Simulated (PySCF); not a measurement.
Working out the ionisation energy of Cr

Cr [Ar] 3d5 4s1 (7S) → Cr⁺ [Ar] 3d5 (6S). All numbers are calculated (PySCF 2.14, scalar relativity by spin-free X2C-1e, in x2c-TZVPall). Frozen: [Ar]. Energies in hartree (1 hartree = 27.21139 eV):

```tsv
part	Cr (lower)	Cr⁺ (upper)
UHF	-1049.643516	-1049.422419
MP2 opposite-spin	0.000000	0.000000
MP2 same-spin	-0.076723	-0.062346
```

**Question.** What does Hartree-Fock give?

**Answer.** (-1049.422419) − (-1049.643516) = 0.221097 hartree = 6.016 eV.

**Question.** What do MP2 and SCS-MP2 (6/5 opposite-spin, 1/3 same-spin) give?

**Answer.** The opposite-spin parts differ by 0.000 eV and the same-spin parts by 0.391 eV. MP2: 6.016 + (0.000) + (0.391) = 6.407 eV. SCS-MP2: 6.016 + 1.2 × (0.000) + (0.391)/3 = 6.146 eV.

Measured between the centres of the two terms (NIST): 6.767 eV, so MP2 (valence) is off by -0.360 eV.

What remains against the reference includes basis incompleteness, the frozen core and correlation beyond second order.
